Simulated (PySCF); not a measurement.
## Electron correlation in Fe⁺ (iron, charge +1)

Starting occupation: [Ar] 3d6 4s1, 3d3/2 with m_j = -3/2, -1/2, +1/2, +3/2, 3d5/2 with m_j = +3/2, +5/2, 4s1/2 with m_j = +1/2. Calculation: PySCF 2.14, in x2c-TZVPall-2c; X2C-1e with screened-nucleus spin-orbit coupling, Gaussian nucleus. Frozen: [Ne]; 15 electrons correlated; the 6 highest virtual spinors left out.

MP2 pair energies summed by pair of shells (mhartree):

| pair | energy | share (%) |
| --- | --- | --- |
| 3d-3p | -152.81 | 38.9 |
| 3d-3d | -101.73 | 25.9 |
| 3p-3p | -64.50 | 16.4 |
| 3d-3s | -24.03 | 6.1 |
| 3p-3s | -23.55 | 6.0 |
| 3d-4s | -13.51 | 3.4 |
| 3p-4s | -9.08 | 2.3 |
| 3s-3s | -3.18 | 0.8 |
| 3s-4s | -0.66 | 0.2 |

Total MP2 correlation energy: -393.04 mhartree.

The GHF reference relaxed away from the jj start to a determinant that is no pure jj level (⟨S²⟩ = 8.75, ⟨J²⟩ = 24.76); the energies belong to that determinant.

This basis was not built for core-valence correlation, so the inner-shell part is incomplete.
